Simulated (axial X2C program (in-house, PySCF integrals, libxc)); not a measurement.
HfTe: from Re and ωe to a spectrum

A bond curve at the PBE0 level, with spin–orbit coupling, was computed with an in-house all-electron X2C program for linear molecules (integrals from PySCF) (basis Hf dyall-cv3z [13s14p9d7f4g], Te dyall-cv3z [11s12p8d4f1g] (cores contracted in-house)) for the state Ω = 0 (closed shell). Its fit gives Re = 2.5030 Å, ωe = 261.3 cm⁻¹, ωexe = 0.341 cm⁻¹ and αe = 6.290e-05 cm⁻¹; the masses are 179.9465 and 129.9062 u. Two-component means X2C with spin–orbit coupling and atomic mean-field Coulomb and Gaunt terms.

Find the reduced mass, Be and the force constant.

From the PBE0 values: μ = 75.4428 u. Be = 16.8576/(μ Re²) = 0.03567 cm⁻¹. k = 5.8918×10⁻⁷ μ ωe² = 3.03 mdyn/Å.

A Morse curve ties αe to the other constants (Pekeris). How well does that hold?

αe(Morse) = 6Be²/ωe × (√(ωexe/Be) − 1) = 6.111e-05 cm⁻¹; the PBE0 curve gives 6.290e-05 cm⁻¹, a ratio of 0.97.

Estimate the centrifugal constant by the Kratzer relation.

D = 4Be³/ωe² = 2.66e-09 cm⁻¹.

The dipole moment p changes by 2.97 D/Å at Re. What harmonic infrared intensity follows?

I = 42.256 × (dp/dR)²/μ = 4.9 km/mol.

Where do the fundamental and the first overtone lie?

ν(1←0) = ωe − 2ωexe = 260.6 cm⁻¹; ν(2←0) = 2ωe − 6ωexe = 520.6 cm⁻¹.

The state is one determinant whose occupation by symmetry is held fixed; it was picked as the lowest of a PBE0 search that is not exhaustive. PBE0 can misorder states that lie within some tenths of an eV, so this need not be the ground state of the molecule. The nearest other 2c determinant of the search, Ω = 1, lies 0.25 eV up at the distance of the search.
